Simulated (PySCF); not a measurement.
**Exercise with solution: entropy of an ideal gas**

BeHBr, SMILES [BeH][Br].

The structure is a stationary point at PBE0-D3(BJ)/def2-TZVPD.

PBE0-D3(BJ)/def2-TZVPD run with PySCF 2.14.0 gives the harmonic wavenumbers 504, 504, 693, 2177 cm⁻¹ and the rotational temperature 0.5993 K. The molar mass is 89.92 g/mol, the symmetry number 1, the spin multiplicity 1.

### Question
Work out the entropy at 298.15 K and 1 atm in the rigid-rotor, harmonic-oscillator model.

### Answer

Translation (Sackur–Tetrode at 1 atm): S = R[1.5 ln M + 2.5 ln T − 1.16487] = 164.9 J/(mol K).
Rotation: q = T/(σ θ) = 497, S = R[ln q + 1] = 59.9 J/(mol K).
Vibration: with u = 1.4388 ν/T, each mode gives R[u/(e^u − 1) − ln(1 − e^−u)]:
```csv
ν (cm⁻¹),modes,u,S (J/(mol K))
504,2,2.43,5.42
693,1,3.34,1.32
```
The stiffer modes add less than 0.005 each. Sum 6.7 J/(mol K).
Spin: R ln 1 = 0.0 J/(mol K).
Total 231.5 J/(mol K); the program's own thermochemistry gives 231.5. Translation makes up 71 % and vibration 3 %. Anharmonicity, hindered rotation and orbital degeneracy are left out.
